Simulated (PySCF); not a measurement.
# Cu (copper, neutral): M06-L calculation

Configuration: [Ar] 3d10 4s1, 2S determinant. All numbers are calculated (PySCF 2.14, the spin-free X2C one-electron Hamiltonian (Gaussian nucleus), in x2c-TZVPPall (6s5p4d2f1g, 64 functions)).

* Total energy: -1654.672 hartree
* One-electron energy: -2306.078 hartree
* Hartree (Coulomb) energy: 719.391 hartree
* Exchange-correlation energy: -67.985 hartree
* ⟨S²⟩: 0.7517
* ⟨L²⟩: 0.000
* Sum of ⟨r⟩: 20.96 bohr
* Sum of ⟨r²⟩: 30.28 bohr²
* Langevin diamagnetic susceptibility: -24.0 ×10⁻⁶ cm³/mol

```
shell  electrons  mean orbital energy (eV)  rms radius, mean of both spins (bohr)
 1s α          1                   -8866.6                                 0.0602
 1s β          1                   -8866.6                                 0.0602
 2s β          1                   -1073.9                                  0.255
 2s α          1                   -1073.8                                  0.255
 2p β          3                   -923.82                                  0.228
 2p α          3                   -923.79                                  0.228
 3s β          1                   -119.49                                  0.762
 3s α          1                   -119.43                                  0.762
 3p β          3                   -74.722                                  0.813
 3p α          3                   -74.681                                  0.813
 3d α          5                    -4.852                                   1.25
 4s α          1                    -4.788                                   3.02
 3d β          5                    -4.718                                   1.25
```

Densities and radii are taken from the X2C orbitals without a picture-change correction, which distorts them close to the nucleus.
